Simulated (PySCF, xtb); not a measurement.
GaBr3, SMILES [Br][Ga]([Br])[Br].

GFN2-xTB in xtb at its own geometry gives an orbital gap of 3.54 eV and a dipole moment of 0.00 D.

The structure is a stationary point at PBE0-D3(BJ)/def2-SVP. The isomer is the one that the SMILES or the coordinates give; other isomers of the formula were not compared.

Question: What does r2SCAN/def2-TZVP in PySCF give? (The exact figures need the calculation; the answer reports its results.)

Answer: gap 4.86 eV (levels -7.76 and -2.91 eV), dipole 0.00 D.
